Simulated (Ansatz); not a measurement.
CH$_{4}$AlPS$_{2}$, relaxed with RKS PBE0-D4/def2-TZVP in Ansatz from a PBE-D4/def2-SVP geometry. The force threshold is 0.005 eV/Å; the program also tests the step.

The species carries charge 0 and has multiplicity 1. The bonds changed during the relaxation, so this is another structure than the one it started from.

Start:

```xyz
9

P    -0.157   -0.305    1.971
S    -1.359   -1.679    0.837
Al   -0.081   -0.499   -0.550
C     0.243    0.908   -1.824
S     1.588   -0.507   -1.903
H    -1.101    0.351    2.831
H     0.469   -1.134    2.960
H     0.699    1.875   -1.539
H    -0.302    0.990   -2.783
```

```tsv
step	energy (eV)	largest force (eV/Å)	largest move (Å)
1	-38646.3403	0.657	0.000
2	-38646.3923	0.264	0.030
3	-38646.4006	0.102	0.025
4	-38646.4028	0.050	0.015
5	-38646.4040	0.031	0.018
6 (rejected)	-38646.4006	0.235	0.028
7	-38646.4046	0.011	0.014
8 (rejected)	-38646.4044	0.073	0.021
9	-38646.4047	0.004	0.010
```

End:

```xyz
9

P    -0.178   -0.339    1.956
S    -1.362   -1.643    0.817
Al   -0.049   -0.446   -0.495
C     0.245    0.901   -1.811
S     1.575   -0.478   -1.862
H    -1.072    0.354    2.800
H     0.465   -1.150    2.915
H     0.690    1.865   -1.575
H    -0.312    0.937   -2.744
```

Hardware: 4 threads of an Arm Neoverse V1 on a shared host. Wall time 49 s, peak host memory 0.64 GiB.
